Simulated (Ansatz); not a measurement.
Reactions of C$_{2}$H$_{7}$FGaN (`[CH3][Ga]([NH2])[CH2]F`).

Gas-phase electronic energies from Ansatz, PBE0-D4/def2-TZVP geometries. CBS: MP2 limit from def2 TZ/QZ plus the TZ coupled-cluster correction, frozen cores. This one scheme is used for every species. For Ga outer-core shells are correlated without core-valence functions, which leaves a few kJ/mol of doubt a bond. Scalar relativity is left out up to krypton. Each species was taken in one conformer, which may not be the lowest.

Q: Order these by ΔE at CCSD(T)/CBS, lowest first. (Estimate.)
A. `[CH3][Ga]([NH2])[CH2]F` + `[NH2][Al]([OH])[F]` → `C[NH][Al]([OH])[F]` + `[NH2][GaH][CH2]F`
B. `[CH3][Ga]([NH2])[CH2]F` + `C=CC=S` → `C=C(C=S)CF` + `[CH3][GaH][NH2]`
C. `[CH3][Ga]([NH2])[CH2]F` + `CCBS` → `CCBSC` + `[NH2][GaH][CH2]F`
D. `[CH3][Ga]([NH2])[CH2]F` + HCl → `[CH3][Ga]([NH2])[Cl]` + `CF`

A: D (-158.9 kJ/mol), B (-7.8 kJ/mol), C (+46.8 kJ/mol), A (+80.7 kJ/mol).

Largest T1 diagnostic: 0.016, for `C=CC=S`.
